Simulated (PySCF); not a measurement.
Cartesian coordinates in Å; atom numbers follow the order of the lines, from 1:
```xyz
8

B    -0.010   -0.006   -0.776
N     0.048   -0.014    0.842
H    -0.900    0.025    1.226
H     0.579    0.794    1.179
H     0.503   -0.870    1.168
Cl    1.740   -0.028   -1.305
Cl   -0.890    1.538   -1.205
Cl   -0.931   -1.524   -1.214
```

A single conformation, in vacuum, averaged over atoms made equivalent by symmetry, fast rotation or ring inversion, non-relativistic. Shieldings: GIAO PBE0/pcSseg-1; PBE0-D3(BJ)/def2-SVP structure; PySCF 2.14.0 with density-fitted response routines.

Referencing at the same level of theory: TMS for ¹H (σref 31.27); ¹¹B (σref 100.73) vs BF3·OEt2; ¹⁵N (σref 265.67) against NH3; HCl for ³⁵Cl (σref 943.27).

```json
{"atoms": "B1", "nucleus": "¹¹B", "count": "1", "δ (ppm)": "4.6"}
{"atoms": "Cl6/Cl7/Cl8", "nucleus": "³⁵Cl", "count": "3", "δ (ppm)": "?"}
{"atoms": "N2", "nucleus": "¹⁵N", "count": "1", "δ (ppm)": "?"}
{"atoms": "H3/H4/H5", "nucleus": "¹H", "count": "3", "δ (ppm)": "3.09"}
```

Complete the table.

## Answers


- N2: 86.5 ppm, nitrogen bonded to B, 3 H
- Cl6/Cl7/Cl8: 105 ppm, chlorine bonded to B

OH and NH positions are those of a molecule without intermolecular hydrogen bonds; in solution they move with solvent, concentration and temperature, and exchange usually removes their couplings. Experimental scales use liquid or dissolved standards, which lie at an offset from isolated NH3 (liquid NH3: subtract about 20 ppm).
